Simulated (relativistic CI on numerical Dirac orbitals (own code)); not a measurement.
# Bi XLVI: sensitivity of the levels to the model

Base calculation: Dirac-Coulomb-Breit CI, separate exchange-only KLI orbitals for each configuration, QED by a radiative potential, unscaled Slater integrals.

CI space (outside the closed core [Ar] 3d10): 4s2 4p6 4d2, 4s2 4p6 4d 4f, 4s2 4p5 4d3, 4s 4p6 4d3, 4s2 4p5 4d2 4f, 4s 4p6 4d2 4f, 4s2 4p6 4d 5s, 4s2 4p6 4f 5s, 4s2 4p6 4d 5p, 4s2 4p6 4f2, 4s2 4p5 4f3, 4s 4p6 4f3, 4s2 4p6 4f 5p, 4s2 4p5 4f2 5p, 4s 4p6 4f2 5p. Double excitations out of closed p, d and f shells are left out; levels of such configurations are missing from the list, as are those of other unlisted configurations, and high levels can miss mixing partners.

Variants: (1) non-relativistic limit; (2) only the first 3 configurations. Shifts of the energy above 4s2 4p6 4d2 3F_2, in cm⁻¹, for the lowest level and the first level of each name with at least 55 % of one term (blank where a level changes its place among those of its configuration and J or its character, or is not in the variant):

| Level | Base | Δ(1) | Δ(2) |
| --- | --- | --- | --- |
| 4s2 4p6 4d2 3F_2 | 0 | 0 | 0 |
| 4s2 4p6 4d2 3P_0 | 85901 | -36429 | +1077 |
| 4s2 4p6 4d2 3F_3 | 267695 | -267695 | -125 |
| 4s2 4p6 4d2 3P_1 | 319651 | -270179 | +2963 |
| 4s2 4p6 4d2 1G_4 | 320453 |  | +1632 |
| 4s2 4p6 4d2 3F_4 | 566979 |  | +849 |
| 4s2 4p6 4d2 1S_0 | 693754 | -501257 | -2836 |
| 4s2 4p6 4d 4f 3H°_4 | 2119758 |  | -26239 |
| 4s2 4p5 4d3 3P°_1 | 2122661 |  | -26656 |
| 4s2 4p5 4d3 3I°_7 | 2128930 | -621071 | -22651 |

At this charge energies of transitions that change n are usually good to better than 1 %, and those within a shell (Δn = 0) to a few per cent.

Ionisation energy from the two ground configurations alone: base 2321.52 eV. The NIST ASD value (theoretical) is 2321 eV.

LS names give the leading component of a level, which can be under half, so a name can repeat, a term be missing and a line seem to break the LS rules.
